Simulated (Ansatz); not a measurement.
Start from `C[SiH](N)[SiH2]O` and change one atom or group to get `C[SiH](N)Br`.

Ansatz, PBE0-D4/def2-TZVP geometries, multiplicity 1. Each molecule was computed in one conformer, which needn't be the lowest.

Scalar relativity is left out up to krypton.

```csv
property,`C[SiH](N)[SiH2]O`
HOMO energy (PBE/def2-TZVPP) / eV,-6.01
HOMO–LUMO gap (ωB97M-V/def2-TZVPP) / eV,10.71
size of the dipole moment (ωB97M-V/def2-TZVPP) / D,2.89
size of the dipole moment (PBE/def2-TZVPP) / D,2.84
HOMO–LUMO gap (PBE/def2-TZVPP) / eV,4.91
zero-point energy (PBE0-D4/def2-TZVP) / kJ/mol,272.9
```

Problem. What does the change do to each property? (Estimate.)

Solution. The calculation gave: 
```tsv
property	`C[SiH](N)Br`	shift
HOMO energy (PBE/def2-TZVPP) / eV	-6.34	-0.33
HOMO–LUMO gap (ωB97M-V/def2-TZVPP) / eV	12.12	1.41
size of the dipole moment (ωB97M-V/def2-TZVPP) / D	2.19	-0.70
size of the dipole moment (PBE/def2-TZVPP) / D	2.18	-0.66
HOMO–LUMO gap (PBE/def2-TZVPP) / eV	6.18	1.27
zero-point energy (PBE0-D4/def2-TZVP) / kJ/mol	192.4	-80.5
```

With PBE0 the HOMO falls by 0.47 eV and the LUMO rises by 0.93 eV, so the gap widens by about 1.40 eV. PBE moves the HOMO by -0.33 eV and ωB97M-V by -0.63 eV. The zero-point energy changes by -80.5 kJ/mol with -12 modes. Dipoles are sizes alone; their direction can turn.

Spin–orbit coupling is left out; it splits and shifts lone-pair levels of the heavy atoms by tenths of an eV.
